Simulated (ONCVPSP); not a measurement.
## fluorine: excitation energies, all-electron against ONCV

| Item | Value |
| --- | --- |
| Element | fluorine |
| Generator | ONCVPSP 4.0.1 |
| Type | optimised norm-conserving Vanderbilt (ONCV) |
| Functional | PBE |
| Relativity | scalar-relativistic |
| Frozen core | [He] |
| Valence charge | 7 |
| Reference configuration | 2s2 2p5 |
| Partial waves | 2s: rc 0.85 bohr, ncon 4, nbas 7, qcut 6.2 1/bohr, local; 2p: rc 1.60 bohr, ncon 3, nbas 8, qcut 7 1/bohr, 1 projector; d scattering state at 0.1 Ha: rc 1.55 bohr, ncon 5, nbas 9, qcut 5.4 1/bohr, 1 projector |
| Local potential | the s channel |
| Core correction | Teter function, fcfact 4.25, rcfact 1.65 |

Energies are relative to the spin-unpolarised reference configuration 2s2 2p5; without spin polarisation the order of configurations can differ from experiment.

| valence configuration | charge | ΔE all-electron (eV) | error AE − PS (meV) |
| --- | --- | --- | --- |
| 2s2 2p3 | +2 | 57.775 | +669 |
| 2s2 2p2 | +3 | 118.412 | +2588 |
| 2s1 2p5 | +1 | 38.492 | -236 |

(1) What are ΔE and the potential's error for 2s2 2p4?

Levels in the configuration 2s2 2p3:

```
level  all-electron (eV)  pseudo (eV)
   2s            -67.992      -67.822
   2p            -49.003      -47.911
```

## Answers

(1) ΔE = 19.390 eV all-electron; the error (AE − PS) is +77 meV.
